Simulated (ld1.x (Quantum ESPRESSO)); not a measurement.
An all-electron radial function and its pseudo partner (Pm)

Columns: radius, all-electron u(r) and pseudo u(r) of the 5s shell (level -37.28 eV) of promethium in the configuration [Kr] 4d10 4f5 5s2 5p6 5d0 6s2 6p0; PBEsol, non-relativistic, PAW scheme, ld1.x (Quantum ESPRESSO) 7.5.

| r (bohr) | all-electron | pseudo |
| --- | --- | --- |
| 0.202 | 0.3429 | 0.2987 |
| 0.405 | -0.3756 | 0.5720 |
| 0.607 | -0.3749 | 0.7940 |
| 0.810 | 0.2042 | 0.9506 |
| 1.012 | 0.6834 | 1.0323 |
| 1.215 | 0.9162 | 1.0415 |
| 1.418 | 0.9541 | 0.9876 |
| 1.620 | 0.8801 | 0.8875 |
| 1.822 | 0.7569 | 0.7603 |
| 2.025 | 0.6215 | 0.6244 |
| 2.228 | 0.4948 | 0.4961 |
| 2.430 | 0.3858 | 0.3860 |
| 2.632 | 0.2962 | 0.2962 |
| 2.835 | 0.2244 | 0.2244 |
| 3.037 | 0.1688 | 0.1688 |
| 3.240 | 0.1260 | 0.1260 |
| 3.442 | 0.0938 | 0.0938 |
| 3.645 | 0.0695 | 0.0695 |
| 3.847 | 0.0514 | 0.0514 |
| 4.050 | 0.0378 | 0.0378 |
| 4.252 | 0.0278 | 0.0278 |
| 4.455 | 0.0204 | 0.0204 |
| 4.658 | 0.0149 | 0.0149 |
| 4.860 | 0.0109 | 0.0109 |
| 5.062 | 0.0080 | 0.0080 |
| 5.265 | 0.0058 | 0.0058 |

(1) How many radial nodes do the two functions have?

(2) At about which radius was the pseudo-wave matched?

(3) Where does each function peak?

(4) Is the pseudo-wave norm-conserving?

## Answers

(1) The all-electron 5s function has n − l − 1 = 4 (the table is too coarse to show those close to the nucleus); the pseudo-wave has 0, since the states of the same l below it are removed with the core.

(2) 2.55 bohr, where the columns begin to agree (steps of 0.20 bohr).

(3) Outermost all-electron maximum near 1.42 bohr, pseudo maximum near 1.22 bohr (to the table’s step).

(4) No, it belongs to a PAW set: the norm inside the radius is not constrained, and the difference is carried by the augmentation charge.
